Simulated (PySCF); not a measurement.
Species: C7H9F3P (charge +1).
Numbering: `[CH3:1][P@@+:2]1([C:3]([F:4])=[C:5]([F:6])[F:7])[CH:8]=[CH:9][CH2:10][CH2:11]1`

Structure used (GFN2-xTB), in Å, numbered top down from 1:
```
atom  x, y, z in Å
C1     0.6175    2.3210    0.3392
P2     0.3074    0.5663    0.0738
C3     1.6822    0.0005   -0.9769
F4     2.6219    0.9095   -1.2381
C5     1.7477   -1.2549   -1.4238
F6     2.6611   -1.8061   -2.1620
F7     0.7652   -2.0883   -1.1195
C8     0.1349   -0.4410    1.5360
C9    -0.9962   -1.1469    1.4735
C10   -1.8609   -1.0037    0.2717
C11   -1.3227    0.1329   -0.6229
H12    1.5930    2.4484    0.8134
H13    0.6175    2.8500   -0.6156
H14   -0.1581    2.7270    0.9886
H15    0.8571   -0.4597    2.3341
H16   -1.3020   -1.8296    2.2515
H17   -1.8606   -1.9568   -0.2628
H18   -2.8930   -0.8148    0.5712
H19   -1.9619    1.0172   -0.5636
H20   -1.2552   -0.1602   -1.6710
```

NICS = −σ at a ghost point: NICS(0) at the centroid of the ring atoms, NICS(1) 1 Å to either side along the normal of their mean plane, zz for the tensor component along that normal. Level: GIAO PBE0/pcSseg-1 (PySCF, non-relativistic, gas phase) on the GFN2-xTB geometry, one conformer.

Ring bond lengths (Å), with Mayer bond orders in brackets: P2–C8 1.784 (1.03), C8–C9 1.335 (1.78), C9–C10 1.487 (1.06), C10–C11 1.543 (1.00), C11–P2 1.825 (0.98).

Question: What do the NICS probes read (ppm)?

Answer: 
```json
{"ring": "P2–C8–C9–C10–C11", "type": "5-membered ring with P; formal bonds 1 double, 4 single", "NICS(0)": "-4.3", "NICS(1), two faces": "-4.0 / -4.7", "NICS(1)zz, two faces": "-8.3 / -5.7", "rms pucker (Å)": "0.05", "centre to ring atoms, mean (Å)": "1.35"}
```

Question: What can be read from them?

Answer: 
- P2–C8–C9–C10–C11: mean NICS(1)zz -7.0 ppm, shielded. P2, C10, C11 have four or more neighbours, so the value isn't read as a sign of a π ring current.

Question: Give the inner angles of the rings and the Hirshfeld charges of the ring atoms.

Answer: 
- P2–C8–C9–C10–C11: P2 95.3° (+0.456 e), C8 110.0° (-0.093 e), C9 118.7° (+0.031 e), C10 109.7° (-0.048 e), C11 105.4° (-0.083 e); sum 539.0° against 540° for a flat convex ring.

Question: What are the shieldings of the ring atoms and their hydrogens in the same run (means over atoms taken as equivalent)?

Answer: 
```csv
atoms,environment,σ isotropic (ppm)
P2,phosphonium phosphorus,271.6
C8,alkene CH carbon,71.6
C9,alkene CH carbon,8.2
C10,allylic carbon,147.8
C11,sp3 carbon bound to phosphorus,161.7
H15,vinylic hydrogen,25.51
H16,vinylic hydrogen,23.68
H17,methylene hydrogen,28.25
H18,methylene hydrogen,28.12
H19,methylene hydrogen,28.97
H20,methylene hydrogen,28.96
```
